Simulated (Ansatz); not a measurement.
Born–Oppenheimer molecular dynamics of CH4F2O2Si (10 atoms, charge 0, multiplicity 1). It goes on from the last frame of an earlier run, with new velocities.

These are results of Ansatz 0.2.0, RKS PBE0-D4/def2-SVP, not measurements.

```json
{"ensemble": "NVE (velocity Verlet)", "time step": "0.5 fs", "steps asked": "150", "starting velocities drawn for": "400 K", "masses": "H 10 u", "seed": "360835"}
```

First frame:

```xyz
10
Properties=species:S:1:pos:R:3
Si -0.086 -0.036 0.054
O 0.017 -0.473 1.604
C -1.188 -0.443 2.377
H -1.913 -1.195 2.108
H -1.081 -0.592 3.464
H -1.500 0.573 2.323
F 1.338 0.188 -0.629
O -1.002 1.313 -0.178
H -1.151 1.465 -1.168
F -0.797 -1.317 -0.679
```

(1) What does the run give?

(2) What happens to the structure?

(3) How do temperature and energy run in time?

Results:

(1) The run went to its last step.

* steps done: 150
* time covered: 75 fs
* mean temperature over the second half: 394 K
* spread of the potential energy over the second half: 8.7 meV per atom
* mean potential energy of the second half above the start: 0.6 meV per atom

The conserved energy stayed within 0.08 meV per atom of its start (net change -0.042 meV per atom), so the integration is sound. A run of 0.075 ps of so small a system gives no equilibrium averages.

(2) The same pairs are bonded in the first frame and the last. Pairs count as bonded within 1.25 times the sum of covalent radii (0.12 Å more for H–H). Another seed would give other details.

(3) 
| time (fs) | T (K) | potential energy less start (eV) | conserved less start (meV/atom) |
| --- | --- | --- | --- |
| 0 | 400 | 0.000 | 0.00 |
| 3.5 | 398 | 0.002 | -0.02 |
| 7 | 323 | 0.080 | 0.07 |
| 10.5 | 535 | -0.140 | -0.04 |
| 14 | 522 | -0.127 | 0.00 |
| 17.5 | 406 | -0.006 | 0.04 |
| 21 | 471 | -0.074 | 0.01 |
| 24.5 | 530 | -0.135 | -0.03 |
| 28 | 394 | 0.007 | 0.06 |
| 31.5 | 499 | -0.103 | -0.03 |
| 35 | 472 | -0.074 | -0.01 |
| 38.5 | 298 | 0.106 | 0.05 |
| 42 | 348 | 0.054 | 0.03 |
| 45.5 | 509 | -0.114 | -0.04 |
| 49 | 428 | -0.028 | 0.04 |
| 52.5 | 513 | -0.117 | -0.03 |
| 56 | 472 | -0.075 | -0.01 |
| 59.5 | 308 | 0.096 | 0.05 |
| 63 | 386 | 0.015 | 0.01 |
| 66.5 | 431 | -0.032 | -0.04 |
| 70 | 243 | 0.163 | 0.07 |
| 73.5 | 383 | 0.018 | -0.02 |

Run time: 7 min on 2 threads of Arm Neoverse V2, with other jobs on the host, peak memory 0.23 GiB.
